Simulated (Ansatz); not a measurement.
A run for Ansatz (a program for electronic structure): R-wB97X-V/def2-TZVPP on NH3 (SMILES N).

Ansatz 0.2 input:
```yaml
crystal:
  periodic: [false, false, false]
  atoms:
    - {symbol: N, position_ang: [0.00000000, -0.00000111, 0.27932697]}
    - {symbol: H, position_ang: [-0.00000000, 0.94272845, -0.09307595]}
    - {symbol: H, position_ang: [0.81642919, -0.47136367, -0.09307551]}
    - {symbol: H, position_ang: [-0.81642919, -0.47136367, -0.09307551]}
basis:
  gaussian:
    orbitals: def2-TZVPP
hamiltonian:
  xc: {name: wB97X-V}
scf: {lower_state_search: off}
```

Output:

```
WARN ansatz: RAYON_NUM_THREADS=4 ignored (pool sized by the plan → 4); use --threads N
Functional definition: wB97X-V
these checks for a lower state are left out or cut short: stability, starts, cluster_reference, orbital_swaps, neighbouring_geometries, increment
integrals: 0.01 GiB planned
332 factors; their error is unknown
integrals: 0.05 GiB planned
93 factors; integrals over basis functions are off by at most 7.7e-6 eV
mean field: 0.17 GiB planned
mean field evaluation 1: about -1535.7902 eV, gradient 4.3e1 eV
mean field evaluation 2: about -1536.4624 eV, gradient 3.8e1 eV
mean field evaluation 4: about -1539.1423 eV, gradient 2.2e-1 eV
mean field evaluation 8: about -1539.1431 eV, gradient 1.6e-3 eV
mean field -1539.14310217 eV, -56.5624657363 hartree, gradient 2.5e-6 eV, S^2 0.000000; 0 other end points of the search recorded, 0 dependent functions left out
reference -1539.14310107 eV, -56.5624656958 hartree; 5, 5 occupied and 68, 68 virtual orbitals, 332 factors
Total energy: -1539.14310107 eV, -56.5624656958 hartree
Checks for a lower state left out: stability, starts, cluster_reference, orbital_swaps, neighbouring_geometries, increment
```

The calculation finished and met its thresholds.

Cost: around 1.1 core-seconds (rough).
